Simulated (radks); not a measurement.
The numbers below are computed, except where a source is named.
Task: Pt I, 78 electrons, occupied as [Xe] 4f14 5d9 6s1. Code: a radial shooting solver on a logarithmic mesh with Libxc functionals. Model: Dirac Kohn-Sham, exchange-only PBE, spin-unpolarised, spherical densities, point nucleus; open shells fill j = l - 1/2 first. Some entries of the table are withheld. Estimate them.

| orbital | occ. | eigenvalue (eV) | r(max) (bohr) | <r> (bohr) |
|---|---|---|---|---|
| 1s1/2 | 2 | -78315.24 | 0.01061 | (1) |
| 2s1/2 | 2 | -13746.22 | 0.06142 | 0.07168 |
| 2p1/2 | 2 | -13173.02 | 0.04532 | 0.05906 |
| 2p3/2 | 4 | -11443.69 | 0.05259 | 0.06749 |
| 3s1/2 | 2 | -3227.582 | 0.1728 | 0.1865 |
| 3p1/2 | 2 | -2970.756 | 0.1614 | (2) |
| 3p3/2 | 4 | -2590.611 | 0.1762 | (3) |
| 3d3/2 | 4 | -2163.811 | 0.1374 | 0.1676 |
| 3d5/2 | 6 | -2081.885 | 0.1415 | 0.1723 |
| 4s1/2 | 2 | -692.5100 | 0.3903 | 0.4149 |
| 4p1/2 | 2 | -583.6345 | 0.3888 | 0.4179 |
| 4p3/2 | 4 | -493.0805 | 0.4194 | 0.4518 |
| 4d3/2 | 4 | -315.0004 | 0.4130 | (4) |
| 4d5/2 | 6 | -298.1658 | 0.4225 | (5) |
| 5s1/2 | 2 | -100.5973 | 0.8698 | (6) |
| 4f5/2 | 6 | (7) | 0.3827 | 0.5127 |
| 4f7/2 | 8 | (8) | 0.3873 | 0.5201 |
| 5p1/2 | 2 | -65.9112 | 0.9219 | (9) |
| 5p3/2 | 4 | -50.9679 | 1.003 | (10) |
| 5d3/2 | 4 | -6.0355 | 1.240 | 1.664 |
| 6s1/2 | 1 | -5.0120 | 2.404 | 3.016 |
| 5d5/2 | 5 | -4.7219 | 1.284 | 1.762 |

Result: 
(1) 1s1/2 <r> (bohr): 0.01714
(2) 3p1/2 <r> (bohr): 0.1768
(3) 3p3/2 <r> (bohr): 0.1923
(4) 4d3/2 <r> (bohr): 0.4618
(5) 4d5/2 <r> (bohr): 0.4730
(6) 5s1/2 <r> (bohr): 0.9533
(7) 4f5/2 eigenvalue (eV): -70.6991
(8) 4f7/2 eigenvalue (eV): -67.2462
(9) 5p1/2 <r> (bohr): 1.035
(10) 5p3/2 <r> (bohr): 1.136
